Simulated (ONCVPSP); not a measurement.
Co (Z = 27): ONCV pseudisation with LDA (Perdew-Wang 92), scalar-relativistic reference atom.

ONCVPSP 4.0.1 was run on this input:

```
# ATOM AND REFERENCE CONFIGURATION
# atsym  z   nc   nv     iexc    psfile
  Co 27.00    3    4  -001012      upf
#
#   n    l    f
    1    0    2.00
    2    0    2.00
    2    1    6.00
    3    0    2.00
    3    1    6.00
    3    2    8.00
    4    0    1.00
#
# PSEUDOPOTENTIAL AND OPTIMIZATION
# lmax
    2
#
#   l,   rc,      ep,       ncon, nbas, qcut
    0    1.15    0.00    4    8    9.00
    1    1.00    0.00    3    7   14.60
    2    1.00    0.00    4    9   12.40
#
# LOCAL POTENTIAL
# lloc, lpopt,  rc(5),   dvloc0
    2    5    1.00    0.00
#
# VANDERBILT-KLEINMAN-BYLANDER PROJECTORs
# l, nproj, debl
    0    2    0.30
    1    2    0.60
    2    0    3.40
#
# MODEL CORE CHARGE
# icmod, fcfact, rcfact
    2    0.70    0.95
#
# LOG DERIVATIVE ANALYSIS
# epsh1, epsh2, depsh
   -5.00    5.00    0.04
#
# OUTPUT GRID
# rlmax, drl
    6.00    0.01
#
# TEST CONFIGURATIONS
# ncnf
    4
# nvcnf
#   n    l    f
    4
    3    0    2.00
    3    1    6.00
    3    2    7.00
    4    0    2.00
#
    4
    3    0    2.00
    3    1    6.00
    3    2    7.00
    4    0    1.00
#
    4
    3    0    2.00
    3    1    6.00
    3    2    7.00
    4    0    0.00
#
    5
    3    0    2.00
    3    1    6.00
    3    2    7.00
    4    0    1.00
    4    1    1.00
#
```

Command:

```bash
oncvpsp.x < Co.dat > Co.out
```

Resulting log (shortened: citation, most of the input echo, consistency checks and plot data are left out):

```
ONCVPSP  (Optimized Norm-Conservinng Vanderbilt PSeudopotential)
scalar-relativistic version 4.0.1

#   n    l    f        energy (Ha)
    1    0    2.00    -2.7826600E+02
    2    0    2.00    -3.2772192E+01
    2    1    6.00    -2.8083677E+01
    3    0    2.00    -3.5682677E+00
    3    1    6.00    -2.2368772E+00
    3    2    8.00    -1.6532251E-01
    4    0    1.00    -1.6908243E-01

Reference configufation results
  iterations    33
  all-electron total energy (Ha)   -1.39082344D+03

Begin loop to  construct optimized pseudo wave functions
and semi-local pseudopoentials for all angular momenta

Calculating optimized projector #   1

 for l=   0

    Fraction of norm inside rc  0.891379
    Optimizing pswf for qcut=   8.99 a_B^-1,  ecut=  40.44 Ha
    Residual kinetic energy error=  1.15D-04 Ha

    Energy error per electron        Cutoff
         Ha          eV             Ha
         0.01000     0.27211       25.15
         0.00100     0.02721       33.35
         0.00010     0.00272       42.58
         0.00001     0.00027      130.07

Calculating optimized projector #   2

 for l=   0

    Fraction of norm inside rc  0.026218
    Optimizing pswf for qcut=   8.99 a_B^-1,  ecut=  40.44 Ha
    Residual kinetic energy error=  2.95D-05 Ha

    Energy error per electron        Cutoff
         Ha          eV             Ha
         0.01000     0.27211        7.90
         0.00100     0.02721       27.56
         0.00010     0.00272       36.46
         0.00001     0.00027       57.23

WARNING wellstate: negative energy specified for n= 4 l=  1
WARNING scattering state with energy  0.25000000
WARNING will be used for the first projector

   Wellstate for l =  1  n =  4
     eigenvalue =   0.2500
     asymptotic potential =   0.7500
     half-point radius =  3.5289

Calculating optimized projector #   1

 for l=   1

    Fraction of norm inside rc  0.742944
    Optimizing pswf for qcut=  14.58 a_B^-1,  ecut= 106.30 Ha
    Residual kinetic energy error=  1.18D-07 Ha

    Energy error per electron        Cutoff
         Ha          eV             Ha
         0.01000     0.27211       27.77
         0.00100     0.02721       40.00
         0.00010     0.00272       71.48
         0.00001     0.00027       85.09

Calculating optimized projector #   2

 for l=   1

    Fraction of norm inside rc  0.041552
    Optimizing pswf for qcut=  14.58 a_B^-1,  ecut= 106.30 Ha
    Residual kinetic energy error=  1.40D-08 Ha

    Energy error per electron        Cutoff
         Ha          eV             Ha
         0.01000     0.27211       21.01
         0.00100     0.02721       29.10
         0.00010     0.00272       54.14
         0.00001     0.00027       75.67

Calculating optimized projector #   1

 for l=   2

    Fraction of norm inside rc  0.515864
    Optimizing pswf for qcut=  12.41 a_B^-1,  ecut=  76.98 Ha
    Residual kinetic energy error=  4.85D-04 Ha

    Energy error per electron        Cutoff
         Ha          eV             Ha
         0.01000     0.27211       61.34
         0.00100     0.02721       72.94
         0.00010     0.00272      213.78
         0.00001     0.00027      387.34

Construct Vanderbilt / Kleinmman-Bylander projectors

B matrix Hermiticity error, ll=   0
   1   2    3.2194E-04

  Orthonormal projector coefficients -2.2732E+02  1.5027E+01

B matrix Hermiticity error, ll=   1
   1   2    2.7931E-04

  Orthonormal projector coefficients  1.0609E+01 -5.9089E+00

Model core correction analysis
  based on d2Exc/dn_idn_j

d2excae - all-electron derivatives

   -4.045330D-02   -3.775309D-02   -2.621520D-02   -1.893223D-03
   -3.775322D-02   -3.615084D-02   -2.578260D-02   -2.343513D-03
   -2.621552D-02   -2.578281D-02   -2.291936D-02   -8.172231D-03
   -1.893220D-03   -2.343437D-03   -8.168685D-03   -3.235537D-02

d2excps - pseudofunction derivatives with no core correction

   -4.530077D-02   -4.064150D-02   -2.946118D-02   -2.240485D-03
   -4.064182D-02   -3.891373D-02   -2.924776D-02   -2.499524D-03
   -2.946156D-02   -2.924799D-02   -2.505119D-02   -8.298022D-03
   -2.240555D-03   -2.499453D-03   -8.294479D-03   -3.237558D-02

rms 2nd derivative error    2.472006E-03

amplitude prefactor, scale prefactor
   13.5653    1.1489

d2excps - pseudofunction derivatives with core correction

   -3.783502D-02   -3.674136D-02   -2.727877D-02   -1.817299D-03
   -3.674136D-02   -3.641074D-02   -2.771680D-02   -2.283711D-03
   -2.727898D-02   -2.771700D-02   -2.407257D-02   -8.179077D-03
   -1.817287D-03   -2.283632D-03   -8.175532D-03   -3.235151D-02

rms 2nd derivative error    1.119806E-03

Pseudoatom total energy -145.330887

Diagnostic tests using Vanderbilt-Kleinman-Bylander pseudopotentials
  1 or more projectors used as specified by nproj input data

   l    rcore       rmatch      e in        delta e   norm test  slope test

   0   1.1504842   1.1854154  -3.5682677  -0.0000009   1.0001562   1.0001566
   0   1.1504842   1.1854154  -0.1690824   0.0000061   1.0000682   1.0000590

   1   1.0025986   1.0330397  -2.2368772  -0.0000430   1.0002127   1.0002439
   1   1.0025986   1.0330397   0.2500000  -0.0000190   1.0003231   1.0003231

   2   1.0025986   1.0330397  -0.1653225   0.0000051   1.0000046   0.9999984

 Testing for bound ghosts
   n   l    E NL Schr. Eq   E Basis Diag.   E Cutoff

       0                     -212.678147    199.01  WARNING - GHOST(-)
   1   0       -3.568269       -3.568157    199.01
   2   0       -0.169076        0.117261    199.01

   2   1       -2.236920       -2.235842    221.32

 Testing for highly-localized positive-energy ghosts
       l    <radius>/rc     E Basis Diag.   E Cutoff

Test configuration 0

   n   l     f        eae           eps        diff
   1   0  2.0000 -278.26600367
   2   0  2.0000  -32.77219240
   2   1  6.0000  -28.08367665
   3   0  2.0000   -3.56826768   -3.56826859   -9.10D-07
   3   1  6.0000   -2.23687720   -2.23692022   -4.30D-05
   3   2  8.0000   -0.16532251   -0.16531745    5.06D-06
   4   0  1.0000   -0.16908243   -0.16907632    6.11D-06

    Total energies and differences
      AE_ref= -1.39082344D+03  AE_tst= -1.39082344D+03  dif=  0.00D+00
      PS_ref= -1.45330887D+02  PS_tst= -1.45330887D+02  dif= -5.68D-14
      PSP excitation error=  5.68D-14

Test configuration 1

   n   l     f        eae           eps        diff
   1   0  2.0000 -278.43961764
   2   0  2.0000  -32.96719592
   2   1  6.0000  -28.27650171
   3   0  2.0000   -3.74375572   -3.74527661   -1.52D-03
   3   1  6.0000   -2.40765133   -2.40906188   -1.41D-03
   3   2  7.0000   -0.31094340   -0.31120123   -2.58D-04
   4   0  2.0000   -0.20850416   -0.20855572   -5.16D-05

    Total energies and differences
      AE_ref= -1.39082344D+03  AE_tst= -1.39077762D+03  dif=  4.58D-02
      PS_ref= -1.45330887D+02  PS_tst= -1.45284995D+02  dif=  4.59D-02
      PSP excitation error= -6.95D-05

Test configuration 2

   n   l     f        eae           eps        diff
   1   0  2.0000 -278.76873356
   2   0  2.0000  -33.28926021
   2   1  6.0000  -28.59917884
   3   0  2.0000   -4.07085381   -4.07230874   -1.45D-03
   3   1  6.0000   -2.73511712   -2.73642417   -1.31D-03
   3   2  7.0000   -0.63530746   -0.63572549   -4.18D-04
   4   0  1.0000   -0.48042691   -0.48049190   -6.50D-05

    Total energies and differences
      AE_ref= -1.39082344D+03  AE_tst= -1.39043626D+03  dif=  3.87D-01
      PS_ref= -1.45330887D+02  PS_tst= -1.44943544D+02  dif=  3.87D-01
      PSP excitation error= -1.64D-04

Test configuration 3

   n   l     f        eae           eps        diff
   1   0  2.0000 -279.15070235
   2   0  2.0000  -33.66025973
   2   1  6.0000  -28.97112778
   3   0  2.0000   -4.44798890   -4.44949006   -1.50D-03
   3   1  6.0000   -3.11245936   -3.11368464   -1.23D-03
   3   2  7.0000   -1.00676468   -1.00745606   -6.91D-04

    Total energies and differences
      AE_ref= -1.39082344D+03  AE_tst= -1.38980865D+03  dif=  1.01D+00
      PS_ref= -1.45330887D+02  PS_tst= -1.44315816D+02  dif=  1.02D+00
      PSP excitation error= -2.80D-04

Test configuration 4

   n   l     f        eae           eps        diff
   1   0  2.0000 -278.50756606
   2   0  2.0000  -33.03167033
   2   1  6.0000  -28.34116530
   3   0  2.0000   -3.81151406   -3.81309459   -1.58D-03
   3   1  6.0000   -2.47551982   -2.47690989   -1.39D-03
   3   2  7.0000   -0.37677260   -0.37711108   -3.38D-04
   4   0  1.0000   -0.25110689   -0.25115256   -4.57D-05
   4   1  1.0000   -0.08291431   -0.08291922   -4.91D-06

    Total energies and differences
      AE_ref= -1.39082344D+03  AE_tst= -1.39061493D+03  dif=  2.09D-01
      PS_ref= -1.45330887D+02  PS_tst= -1.45122243D+02  dif=  2.09D-01
      PSP excitation error= -1.27D-04
```

Note: ghosts flagged at negative energy: s at -5787.3 eV; no localised positive-energy state flagged. A true bound ghost makes a file unfit for plane-wave use.

The run took about 3 s on one core of a shared server CPU.
